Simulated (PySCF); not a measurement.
PySCF input file for CH5F3Si2, SMILES [Si@H](C)([SiH](F)F)F, PBE/pcSseg-1. Coordinates come from a PBE-D3(BJ)/def2-SVP optimisation. The structure was generated by enumeration; whether it is a known compound was not checked. The values are those of a single conformer.

```python
import numpy as np
from pyscf import gto, scf, dft
from pyscf.prop.nmr import rks as nmr

mol = gto.M(
    atom='''
    C    -2.20050755    0.88325130   -0.68393113
    Si   -0.97059231   -0.50080233   -0.39120988
    F    -1.57084138   -1.55652763    0.72511293
    Si    1.04318525    0.36839660    0.46066789
    F     1.47765473    1.57412248   -0.56275053
    F     2.22971310   -0.75585661    0.41482807
    H    -3.14624866    0.49221745   -1.11048480
    H    -2.43662528    1.42058884    0.25640644
    H    -1.77015726    1.61354505   -1.40062236
    H    -0.70233533   -1.26653621   -1.65746675
    H     1.01337251    0.93871285    1.84862760
    ''',
    basis='pcSseg-1',
    charge=0,
    spin=0,
    max_memory=1600,
    verbose=3,
)
mf = dft.RKS(mol, xc='pbe')
mf.grids.level = 3
mf.conv_tol = 1e-10
mf.max_cycle = 100
mf.kernel()
n = nmr.NMR(mf)
n.verbose = 2
n.max_cycle_cphf = 60
sigma = n.kernel()
print('atom   isotropic/ppm   span/ppm')
for i, s in enumerate(sigma):
    w = np.linalg.eigvalsh((s + s.T) / 2)
    print(f'{mol.atom_symbol(i):2s}{i + 1:3d} {w.mean():14.3f} {w[2] - w[0]:11.3f}')
```

Program output:

```
converged SCF energy = -919.135396154058
atom   isotropic/ppm   span/ppm
C   1        179.473      31.284
Si  2        313.917     160.585
F   3        389.793      75.947
Si  4        322.683      70.935
F   5        310.379     225.941
F   6        312.363     213.119
H   7         30.008      10.443
H   8         30.264       9.142
H   9         30.941      10.592
H  10         25.425       6.007
H  11         25.215       8.049
```

The run converged.
